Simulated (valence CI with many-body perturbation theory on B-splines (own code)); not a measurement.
**Rb²⁴⁺: key properties**

Calculated by configuration interaction combined with many-body perturbation theory (CI+MBPT): three valence electrons over a frozen Dirac-Fock core [Ne], a basis of 11 s, 11 p, 9 d, 7 f, 5 g, 2 h, 1 i functions for each j, with the one-electron correlation potential Σ1 (screened to all orders), the two-electron term Σ2, the three-electron term Σ3, Breit, model QED; selected single and double excitations, second order for the rest (own B-spline code, finite nucleus).

No measured spectrum was set against this ion. As an estimate, levels of excited configurations hold to 0.05 to 0.15 % of their energy, terms of the ground configuration to about 0.5 %.

Names give the largest LS component (configuration and term), which can be under half, so a name can repeat, a term be missing and a line seem to break the LS rules; names also repeat where a configuration has a term twice.

Rates and lifetimes use the calculated energies. Strong lines usually hold to 10 to 20 %, long lifetimes can be off by a factor of two.

What is the ground level?

3s2 3p 2P°_1/2, composition 98 % 3s2 3p 2P°, g = 0.662.

How well does LS coupling describe the low levels?

Among the lowest 20 levels the leading LS term, summed over configurations, holds 83 % on average. For single configurations the figures are 77 % in LS and 76 % in jj coupling. Terms mix most in the J = 3/2 level at 1104100 cm⁻¹, where the leading one holds 51 %.

What are the static dipole polarisabilities of the lowest levels?

3s2 3p 2P°_1/2 0.0674; 3s2 3p 2P°_3/2 0.0695 (tensor 0.0070) bohr³, of which the core gives 0.00106.

Name the longest-lived excited levels whose lifetime is computed, and their main decay.

3s2 3p 2P°_3/2 at 111190 cm⁻¹ lives 80.7 μs, mostly by M1 to 3s2 3p 2P°_1/2. The lifetime of 3s 3p 3d 4F°_9/2 is too uncertain to give, and may be longer.

What is the ionisation energy?

1134.6 eV; NIST lists 1125 ± 5 eV (semi-empirical).

Where does the other parity begin?

At 3s 3p2 4P_1/2, 432520 cm⁻¹.

How is the term 2P° of the ground level split?

J = 1/2 at 0, J = 3/2 at 111190 cm⁻¹.
